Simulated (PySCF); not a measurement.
InCl2, SMILES [Cl][In][Cl], multiplicity 2.

Geometry optimised at B3LYP-D3(BJ)/def2-TZVP. The multiplicity is an assumed one; other spin states were not compared. The isomer is the one that the SMILES or the coordinates give; other isomers of the formula were not compared. The def2 effective core potentials stand for the cores of In; spin–orbit coupling is left out.

All values below come from B3LYP-D3(BJ)/def2-TZVP run with PySCF.

Frequencies are harmonic and unscaled.

```
mode  ν (cm⁻¹)  IR (km/mol)  moving atoms (share of kinetic energy)
----  --------  -----------  --------------------------------------
1           77          4.7                        Cl 77 %, In 23 %
2          299         16.3                        Cl 85 %, In 15 %
3          329         70.1                        Cl 68 %, In 32 %
```
